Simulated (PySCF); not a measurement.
# Broadened absorption spectrum of C7H11OP

C7H11OP.
InChI=1S/C7H11OP/c1-4-6-9(5-2)7(3)8/h5H2,1-3H3

Theory: PySCF 2.14.0, density-fitted response routines, TDDFT wB97X-D/def2-SVPD, vertical, gas phase, core orbitals frozen in the response. Geometry: PBE0-D3(BJ)/def2-SVP, one conformer, isolated molecule. Torsions of this conformer, `[CH3:1][C:2]#[C:3][P:4]([CH2:5][CH3:6])[C:7]([CH3:8])=[O:9]`: C3–P4–C5–C6 -74°, C3–P4–C7–C8 46°.

Computed states:

| state | E (eV) | f |
| --- | --- | --- |
| S1 | 3.96 | 0.0070 |
| S2 | 5.01 | 0.014 |
| S3 | 5.54 | 0.065 |
| S4 | 5.76 | 0.044 |
| S5 | 6.38 | 0.051 |
| S6 | 6.47 | 0.0008 |
| S7 | 6.73 | 0.234 |
| S8 | 6.78 | 0.056 |
| S9 | 6.97 | 0.015 |
| S10 | 7.18 | 0.088 |

Each state is given a Gaussian of 0.5 eV full width at half maximum, with ε(max) = 2.175×10⁸ f / Δν̃ (Δν̃ the width in cm⁻¹). The width is an assumption, not a result. The curve ends short of the highest state used, and states not computed would add to its high-energy end.

Question: What does the envelope look like, and where are its maxima?

Answer: 
λ (nm), ε (L mol⁻¹ cm⁻¹) and a bar:
```
    188.4      13780 ##############################
    194.1       6785 ###############
    199.8       2948 ######
    205.4       2090 #####
    211.1       3290 #######
    216.8       4841 ###########
    222.4       5091 ###########
    228.1       3898 ########
    233.8       2356 #####
    239.4       1396 ###
    245.1        987 ##
    250.8        768 ##
    256.4        538 #
    262.1        311 #
    267.7        152 
    273.4         69 
    279.1         48 
    284.7         71 
    290.4        128 
    296.1        208 
    301.7        289 #
    307.4        352 #
    313.1        376 #
    318.7        358 #
    324.4        308 #
    330.1        241 #
    335.7        175 
    341.4        117 
    347.1         73 
    352.7         44 
    358.4         24 
    364.1         13 
    369.7          7 
    375.4          3 
    381.1          2 
    386.7          1
```

Maxima: 313 nm (3.96 eV), ε about 380, made up of S1 (100%); 220 nm (5.62 eV), ε about 5200, made up of S3 (63%) and S4 (37%) (ε in L mol⁻¹ cm⁻¹; maxima over ε = 5, shares over 10%). At its high-energy end, 6.58 eV, the curve is still rising (ε about 14000, from S5, S7 and S8).

Question: What would ε be at 5.62 eV, the highest of these maxima, with half the width (0.25 eV)?

Answer: About 7320 L mol⁻¹ cm⁻¹ against 5190, a factor of about 1.4; a lone state at its own centre would give exactly 2.

Question: On this curve, what absorbance would a 10⁻⁴ mol/L sample give at 266 nm over a 1 cm path?

Answer: 266 nm is 4.661 eV, where ε is about 190 L mol⁻¹ cm⁻¹, so A = ε c l ≈ 0.019 (Beer–Lambert, with the gas-phase spectrum and the assumed width).

Question: Coming from long wavelengths, where does ε first pass 100 L mol⁻¹ cm⁻¹?

Answer: At about 343 nm (3.61 eV), 0.34 eV below S1.

The vertical ionisation energy (ΔSCF) is 8.20 eV, 1.02 eV above S10.
